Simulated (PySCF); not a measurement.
**Cr⁺ (chromium, charge +1): UHF calculation**

Configuration: [Ar] 3d5, high-spin 6S determinant. Computed with PySCF 2.14 in aug-cc-pVDZ (7s6p4d2f, 59 functions), with no relativity, point nucleus.

- Total energy: -1043.137869 hartree
- One-electron energy: -1433.5041 hartree
- Hartree (Coulomb) energy: 438.0509 hartree
- Exchange energy: -47.6846 hartree
- Kinetic energy: 1043.42332 hartree
- ⟨S²⟩: 8.7501
- ⟨L²⟩: 0.000
- Sum of ⟨r⟩: 16.58 bohr
- Sum of ⟨r²⟩: 20.87 bohr²
- Density at the nucleus (Gaussians lack the cusp): 9260 bohr⁻³
- Spin density at the nucleus: -0.429 bohr⁻³
- Langevin diamagnetic susceptibility: -16.5 ×10⁻⁶ cm³/mol
- Time after the integrals: 0.27 s of wall time on 1 thread of Neoverse-V1 (shared host)

```json
{"shell": "1s α", "electrons": "1", "mean orbital energy (hartree)": "-220.63702", "rms radius, mean of both spins (bohr)": "0.0743"}
{"shell": "1s β", "electrons": "1", "mean orbital energy (hartree)": "-220.63632", "rms radius, mean of both spins (bohr)": "0.0743"}
{"shell": "2s α", "electrons": "1", "mean orbital energy (hartree)": "-26.50847", "rms radius, mean of both spins (bohr)": "0.319"}
{"shell": "2s β", "electrons": "1", "mean orbital energy (hartree)": "-26.40804", "rms radius, mean of both spins (bohr)": "0.319"}
{"shell": "2p α", "electrons": "3", "mean orbital energy (hartree)": "-22.44021", "rms radius, mean of both spins (bohr)": "0.288"}
{"shell": "2p β", "electrons": "3", "mean orbital energy (hartree)": "-22.33964", "rms radius, mean of both spins (bohr)": "0.288"}
{"shell": "3s α", "electrons": "1", "mean orbital energy (hartree)": "-3.72101", "rms radius, mean of both spins (bohr)": "0.982"}
{"shell": "3s β", "electrons": "1", "mean orbital energy (hartree)": "-3.37446", "rms radius, mean of both spins (bohr)": "0.982"}
{"shell": "3p α", "electrons": "3", "mean orbital energy (hartree)": "-2.53305", "rms radius, mean of both spins (bohr)": "1.06"}
{"shell": "3p β", "electrons": "3", "mean orbital energy (hartree)": "-2.10564", "rms radius, mean of both spins (bohr)": "1.06"}
{"shell": "3d α", "electrons": "5", "mean orbital energy (hartree)": "-0.64610", "rms radius, mean of both spins (bohr)": "1.51"}
```
